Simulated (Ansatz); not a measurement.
CH₄OSSi, SMILES `O=C([SiH3])S` at its PBE0-D4/def2-TZVP geometry, where that method's forces vanish. Charge 0, multiplicity 1.

```xyz
8

O     1.3558    1.2145    0.0673
C     0.4019    0.5639   -0.2638
Si   -0.2763   -0.8619    0.8414
S    -0.4876    0.8309   -1.7886
H    -1.4536   -1.4912    0.1934
H     0.8212   -1.8434    1.0090
H    -0.6485   -0.2636    2.1451
H     0.2871    1.8507   -2.2039
```

(1) What forces (eV/Å) does r2SCAN-D4/def2-TZVPP give on these atoms in Ansatz? (Best estimate.)

Results:

(1) Computed: 
```
O1   0.420  0.280  0.155
C2  -0.255 -0.306  0.096
Si3 -0.027 -0.016 -0.012
S4  -0.161  0.019 -0.235
H5   0.018  0.001  0.022
H6  -0.021  0.022  0.005
H7   0.014 -0.016 -0.022
H8   0.011  0.016 -0.009
```
